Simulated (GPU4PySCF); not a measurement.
fluorene (C13H10), SMILES c1ccc2c(c1)Cc1ccccc1-2. Heavy atoms are numbered as in [cH:1]1[cH:2][cH:3][c:4]2[c:5]([cH:6]1)[CH2:7][c:8]1[cH:9][cH:10][cH:11][cH:12][c:13]1-2. Hydrogens are named by the atom that carries them.

Geometry: B3LYP-D3(BJ)/def2-TZVP. One conformer was computed; it need not be the lowest.

Calculation: B3LYP/pcSseg-1 (GPU4PySCF).

GIAO shieldings, no solvent; atoms alike by connectivity are averaged. δ = σ(ref) − σ: ¹³C against TMS (σ = 181.3 ppm); ¹H against TMS (σ = 31.68 ppm), references at their B3LYP-D3(BJ)/def2-TZVP geometries, non-relativistic (references run with PySCF on processors).

| nucleus | atoms | count | δ (ppm) |
|---|---|---|---|
| ¹³C | C5 | 2 | 151.1 |
| ¹³C | C4 | 2 | 149.3 |
| ¹³C | C2 (CH) | 2 | 133.5 |
| ¹³C | C1 (CH) | 2 | 133.3 |
| ¹³C | C6 (CH) | 2 | 131.1 |
| ¹³C | C3 (CH) | 2 | 125.9 |
| ¹³C | C7 (CH2) | 1 | 41.3 |
| ¹H | H on C3 | 2 | 7.98 |
| ¹H | H on C6 | 2 | 7.59 |
| ¹H | H on C2 | 2 | 7.49 |
| ¹H | H on C1 | 2 | 7.38 |
| ¹H | H on C7 | 2 | 3.86 |
